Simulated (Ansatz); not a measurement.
`N/C(O)=N\C=O` and `N/C(O)=[N]\[AlH2]` differ in one atom or group.

Ansatz, PBE0-D4/def2-TZVP geometries, multiplicity 1. Each molecule was computed in one conformer, which needn't be the lowest.

| property | `N/C(O)=N\C=O` |
| --- | --- |
| size of the dipole moment (B3LYP/def2-TZVPP) / D | 2.75 |
| HOMO energy (B3LYP/def2-TZVPP) / eV | -7.29 |
| HOMO–LUMO gap (PBE/def2-TZVPP) / eV | 4.13 |
| size of the dipole moment (PBE/def2-TZVPP) / D | 2.80 |
| HOMO energy (ωB97M-V/def2-TZVPP) / eV | -9.95 |
| LUMO energy (ωB97M-V/def2-TZVPP) / eV | 1.48 |

Question: What does the change do to each property? (Estimate.)

Answer: Computed: 
```tsv
property	`N/C(O)=[N]\[AlH2]`	shift
size of the dipole moment (B3LYP/def2-TZVPP) / D	2.31	-0.44
HOMO energy (B3LYP/def2-TZVPP) / eV	-6.90	0.39
HOMO–LUMO gap (PBE/def2-TZVPP) / eV	4.53	0.40
size of the dipole moment (PBE/def2-TZVPP) / D	2.46	-0.34
HOMO energy (ωB97M-V/def2-TZVPP) / eV	-9.34	0.61
LUMO energy (ωB97M-V/def2-TZVPP) / eV	0.99	-0.49
```

With PBE0 the HOMO rises by 0.42 eV and the LUMO rises by 0.17 eV, so the gap narrows by about 0.25 eV. PBE moves the HOMO by 0.05 eV and ωB97M-V by 0.61 eV. Dipoles are sizes alone; their direction can turn.

B3LYP here is the variant with VWN-RPA as its local correlation; programs differ in this.
